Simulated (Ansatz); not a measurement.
CH3ClF2MoOS, SMILES `C[O][Mo]([F])([F])(=[S])[Cl]`, relaxed with RKS PBE-D4/def2-SVP in Ansatz 0.2.0 from a rough embedded geometry. The force threshold is 0.03 eV/Å; the program also tests the step.

Total charge 0; spin multiplicity 1. Mo takes the def2 core potential.

Start:

```xyz
10

C     0.882    0.743   -1.426
O     0.815   -0.273   -0.369
Mo   -0.879   -0.272    1.095
F     0.888   -0.923    1.245
F    -1.310   -2.095    1.908
S    -0.867   -0.200    3.306
Cl   -2.135    0.157   -0.924
H    -0.160    1.173   -1.434
H     1.663    1.474   -1.080
H     1.103    0.217   -2.321
```

```
         step  energy (eV)  largest force (eV/Å)  largest move (Å)
            1  -33747.9295                 6.892             0.000
            2  -33750.9995                 2.870             0.199
            3  -33752.9987                 1.782             0.195
            4  -33754.1019                 1.111             0.197
            5  -33754.7659                 0.813             0.195
            6  -33755.1474                 0.506             0.197
            7  -33755.3203                 0.639             0.195
            8  -33755.4048                 0.213             0.200
            9  -33755.4304                 0.306             0.170
10 (rejected)  -33755.4232                 0.610             0.129
           11  -33755.4382                 0.103             0.064
           12  -33755.4419                 0.081             0.059
           13  -33755.4426                 0.069             0.015
           14  -33755.4435                 0.130             0.087
           15  -33755.4441                 0.071             0.020
           16  -33755.4453                 0.034             0.018
           17  -33755.4461                 0.028             0.033
18 (rejected)  -33755.4449                 0.169             0.120
           19  -33755.4471                 0.033             0.059
           20  -33755.4473                 0.042             0.036
           21  -33755.4475                 0.026             0.008
```

End:

```xyz
10

C     0.805    0.835   -1.330
O     0.591    0.373   -0.028
Mo   -0.468   -0.653    1.085
F     0.955   -1.827    1.379
F    -1.555   -2.123    1.451
S    -0.672    0.541    2.810
Cl   -2.210   -0.026   -0.341
H    -0.188    0.956   -1.825
H     1.326    1.815   -1.292
H     1.417    0.109   -1.909
```

It took 49 s on 4 threads of an Arm Neoverse V2 on a shared host, with 0.25 GiB of host memory at the peak.
